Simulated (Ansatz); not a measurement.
Abridged output of a molecular run in Ansatz:

```
Functional definition: HF
1087 factors; integrals over basis functions are off by at most 7.7e-4 eV
mean field evaluation 1: about -77857.1747 eV, gradient 4.3e1 eV
mean field evaluation 2: about -77857.2896 eV, gradient 4.3e1 eV
mean field evaluation 4: about -77860.8977 eV, gradient 2.6e0 eV
mean field evaluation 8: about -77860.9498 eV, gradient 3.7e-1 eV
mean field evaluation 16: about -77860.9508 eV, gradient 1.7e-6 eV
mean field -77860.95079294 eV, -2861.3371655927 hartree, gradient 1.7e-6 eV, S^2 0.000000; 0 other end points of the search recorded, 0 dependent functions left out
14 core orbitals not correlated: weight in the atoms' cores, before any rotation towards them, 1.000 or more for the frozen orbitals, at most 0.000 for the correlated occupied ones
reference -77860.95079294 eV, -2861.3371655927 hartree; 19, 19 occupied and 110, 110 virtual orbitals, 1087 factors
second order -22.38584289 eV of doubles, -0.00000000 eV of singles
cycle   1  -21.64287486 eV  change    7.4e-1 eV  update   1.2e-1
cycle   2  -22.15441859 eV  change   -5.1e-1 eV  update   3.9e-2
cycle   3  -22.27892565 eV  change   -1.2e-1 eV  update   2.4e-2
cycle   4  -22.26414945 eV  change    1.5e-2 eV  update   8.3e-3
cycle   5  -22.25610921 eV  change    8.0e-3 eV  update   4.0e-3
cycle   6  -22.25798844 eV  change   -1.9e-3 eV  update   1.6e-3
cycle   7  -22.25800702 eV  change   -1.9e-5 eV  update   5.9e-4
cycle   8  -22.25772944 eV  change    2.8e-4 eV  update   1.8e-4
cycle   9  -22.25780372 eV  change   -7.4e-5 eV  update   8.0e-5
cycle  10  -22.25781881 eV  change   -1.5e-5 eV  update   2.7e-5
perturbative correction -0.77853372 eV, -0.0286105865 hartree
Total energy: -77883.98714547 eV, -2862.1837359334 hartree
```

Its atoms:

Z-matrix (Å, degrees):
```
O
Sn 1 1.975
H 1 0.962 2 114.8
Br 2 2.517 1 94.6 3 179.9
```

(1) Which basis set was used?
A. cc-pV(Q+d)Z
B. def2-SVP
C. def2-TZVPP
D. def2-QZVPP

(2) Write the keys of the input that set method, charge and spin (a neutral closed shell needs none for the last two).

Answers

(1) C. It gives 143 functions.

(2) 
```yaml
correlation: {method: ccsd_t}
```
